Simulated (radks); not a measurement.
Valence configurations of V (all share [Ar]). All-electron calculation, scalar-relativistic Kohn-Sham, PBE, spin-polarised, spherical densities, finite nucleus; open shells are filled with parallel spins first; Fermi nuclear charge, rms radius 3.6002 fm. Program: a radial shooting solver on a logarithmic mesh with Libxc functionals. Energies are relative to 3d3 4s2; eigenvalues in eV for spin up.

| valence | E (eV) | moment (Bohr magnetons) | e(3d) | e(4p) | e(4s) |
|---|---|---|---|---|---|
| 3d3 4s2 | 0.000 | 3 | -6.003 | - | -4.976 |
| 3d3 4s1.5 4p0.5 | 1.199 | 4 | -6.678 | -2.089 | -5.597 |
| 3d3 4s0.5 4p1.5 | 3.924 | 5 | -7.823 | -2.733 | -6.418 |
| 3d3 4s1 4p1 | 2.093 | 5 | -7.234 | -2.447 | -6.084 |
| 3d4 4s1 | -1.111 | 5 | -3.092 | - | -4.318 |
| 3d2 4s2 4p1 | 6.374 | 3 | -11.365 | -2.900 | -6.946 |
| 3d2.5 4s2 4p0.5 | 2.681 | 3 | -8.595 | -2.258 | -5.979 |
| 3d3.5 4s1.5 | -0.674 | 4 | -4.403 | - | -4.653 |
| 3d4.5 4p0.5 | 1.100 | 5 | -2.723 | -1.457 | - |
| 3d2 4p3 | 13.086 | 5 | -13.444 | -4.078 | - |

NIST lists [Ar] 3d3 4s2 as the ground configuration; this level of theory puts 3d4 4s1 lower, by 1.111 eV. The energies are those of spherical high-spin densities, not of single terms.
